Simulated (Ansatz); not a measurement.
A structure relaxed at r2SCAN-D4/def2-TZVP in Ansatz, charge 0, doublet:

Cartesian coordinates in Å:
```
Li -0.332 0.382 -2.046
Li -0.460 1.837 -0.039
Li 0.805 -0.357 0.040
Li -1.379 -0.091 2.630
Li -1.831 -0.411 -0.154
H -0.397 -1.142 -1.037
H 2.207 -1.786 0.714
H -1.717 1.149 -1.125
H -0.455 0.428 1.172
H 0.950 1.156 -0.970
H 2.610 -1.165 0.814
```

(1) Give its formula.

(2) Summarise the bond lengths by kind (pairs closer than 1.2 times the sum of covalent radii, bridged metal pairs left out).

Results:

(1) the cluster Li₅H₆.

(2) 1 × Li–Li 2.84 Å; 12 × H–Li 1.79 to 1.87 Å.

In the doublet, H7 and H11 lie 0.75 Å apart (atoms count from 1), so H2 has formed as a molecule. The structure comes from a short search, and lower isomers may exist.
